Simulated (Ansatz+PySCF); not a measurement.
A calculation with PySCF 2.14.0.

```python
from pyscf import gto, dft

mol = gto.M(atom="""
V 0.000000 0.000000 0.000000
O 0.000000 0.000000 2.100000
H 0.775000 0.000000 2.675000
H -0.775000 0.000000 2.675000
""", basis='def2-svp', charge=1, spin=4)
mf = dft.UKS(mol, xc='wb97x')
mf.kernel()
print(mf.converged, mf.e_tot, mf.spin_square()[0])
```

The script is written out from the run's settings.

Output:

| Item | Value |
| --- | --- |
| Converged | yes |
| Total energy | -1019.92738 hartree |
| Spin squared of the determinant | 6.001 |
| Cycles | 16 |

This is not the lowest solution: another run reaches a determinant 0.03 eV lower. Caution: other spin multiplicities were not run.
